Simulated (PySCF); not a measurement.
Job file and geometry (Å, from GFN2-xTB) of an NMR shielding run on `S=[P@@H]1CC[C@@H](C)[C@H]1C`, C₆H₁₃PS, PySCF, GIAO PBE0/pcSseg-1 NMR shielding, non-relativistic, gas phase; density fitting, a coarse starting grid and PySCF grid level 2 are the driver's defaults:

```
$ OMP_NUM_THREADS=1 python probes_run.py task.json out

{"job": {"kind": "nmr", "xc": "PBE0", "basis": "pcSseg-1"}, "charge": 0, "multiplicity": 1}
C     -0.311999    -1.615302    -0.779033
C     -0.127228    -0.876748     0.541530
C     -1.428801    -0.192618     0.980180
C     -1.682929     1.010861     0.066296
P      0.001331     1.667757    -0.323572
S      0.443976     3.455514     0.254773
C      0.911108     0.249775     0.447156
C      2.214591    -0.066973    -0.270409
H     -0.524255    -0.917560    -1.586186
H      0.580949    -2.179242    -1.034843
H     -1.140552    -2.316156    -0.701550
H      0.181480    -1.598882     1.305152
H     -1.313472     0.157031     2.008670
H     -2.268959    -0.887575     0.952351
H     -2.271724     1.785440     0.561799
H     -2.198428     0.723038    -0.851800
H      0.148733     1.437372    -1.697871
H      1.144946     0.595308     1.465302
H      2.726736    -0.895375     0.215603
H      2.040509    -0.325281    -1.312665
H      2.865069     0.806559    -0.241355
```

Task: Write the output of this run.

Result: 
```
coarse grid: 17824 points
cycle   1  E = -975.2906889123  dE =  1.011e+00  |g| = 5.047e-01  |ddm| = 4.132e+00
cycle   2  E = -975.2529656604  dE =  3.772e-02  |g| = 6.313e-01  |ddm| = 1.788e+00
cycle   3  E = -975.3630202521  dE = -1.101e-01  |g| = 1.020e-01  |ddm| = 1.189e+00
cycle   4  E = -975.3655840295  dE = -2.564e-03  |g| = 3.913e-02  |ddm| = 2.188e-01
cycle   5  E = -975.3659885712  dE = -4.045e-04  |g| = 8.807e-03  |ddm| = 6.498e-02
cycle   6  E = -975.3660077383  dE = -1.917e-05  |g| = 2.971e-03  |ddm| = 1.424e-02
cycle   7  E = -975.3660097293  dE = -1.991e-06  |g| = 4.891e-04  |ddm| = 2.937e-03
final grid: 160760 points
cycle   8  E = -975.4198753844  dE = -7.683e-05  |g| = 1.036e-02  |ddm| = 4.828e-02
cycle   9  E = -975.4198550737  dE =  2.031e-05  |g| = 1.347e-02  |ddm| = 2.446e-02
cycle  10  E = -975.4199025033  dE = -4.743e-05  |g| = 1.625e-03  |ddm| = 1.716e-02
cycle  11  E = -975.4199031993  dE = -6.959e-07  |g| = 3.912e-04  |ddm| = 3.161e-03
cycle  12  E = -975.4199032379  dE = -3.863e-08  |g| = 8.923e-05  |ddm| = 6.918e-04
cycle  13  E = -975.4199032397  dE = -1.786e-09  |g| = 3.312e-05  |ddm| = 1.697e-04
cycle  14  E = -975.4199032400  dE = -2.924e-10  |g| = 5.276e-06  |ddm| = 4.857e-05
converged SCF energy = -975.4199032400

GIAO shielding tensors (ppm)
atom      isotropic    diamagn.    paramagn.     s11        s22        s33       span
  0 C      169.941     249.624     -79.683    157.393    167.803    184.626     27.233
  1 C      144.957     248.688    -103.731    124.007    154.747    156.118     32.112
  2 C      150.914     249.269     -98.355    128.702    148.096    175.944     47.242
  3 C      152.069     256.382    -104.313    117.722    154.871    183.612     65.890
  4 P      298.940     963.451    -664.511    191.036    297.027    408.757    217.721
  5 S      776.716    1056.809    -280.094    611.452    841.253    877.442    265.990
  6 C      134.622     256.089    -121.467    109.755    134.929    159.182     49.427
  7 C      174.054     245.580     -71.526    165.059    172.160    184.944     19.885
  8 H       31.206      32.077      -0.871     26.843     31.253     35.521      8.679
  9 H       30.509      31.193      -0.684     25.045     29.453     37.028     11.983
 10 H       30.981      30.735       0.246     26.164     28.252     38.526     12.362
 11 H       29.585      33.117      -3.532     25.979     26.601     36.173     10.194
 12 H       29.554      31.914      -2.359     25.245     27.406     36.011     10.766
 13 H       29.948      31.415      -1.467     25.136     27.555     37.153     12.017
 14 H       29.961      30.288      -0.327     25.586     28.217     36.080     10.495
 15 H       29.350      31.345      -1.995     25.592     27.511     34.948      9.356
 16 H       24.620      29.002      -4.383     20.055     23.538     30.266     10.211
 17 H       29.923      33.831      -3.908     27.281     28.627     33.861      6.580
 18 H       30.489      29.437       1.052     25.730     27.437     38.300     12.571
 19 H       30.813      30.372       0.440     26.548     29.764     36.127      9.578
 20 H       29.868      28.524       1.344     24.410     28.786     36.408     11.998
```

Task: Turn these shieldings into chemical shifts. Scale: ¹³C (σref 186.93), ¹H (σref 31.72) vs TMS; ³¹P (σref 318.38) vs H3PO4; ³³S (σref 503.73) against CS2 (reference shieldings calculated alike).

Result: Averaging equivalent atoms: C 6: 52.3; C 1: 42.0; C 2: 36.0; C 3: 34.9; C 0: 17.0; C 7: 12.9; P 4: 19.4; S 5: -273; H 16: 7.10; H 15: 2.37; H 12: 2.16; H 11: 2.13; H 17: 1.79; H 13: 1.77; H 14: 1.76; H 18/19/20: 1.33; H 8/9/10: 0.82 ppm. Experimental scales use liquid or dissolved standards, which lie at an offset from isolated H3PO4.

Size and cost of the density-fitted run: 215 basis functions, 67 s wall time on 1 thread of an Arm Neoverse N1, shared host; peak memory 0.97 GiB.
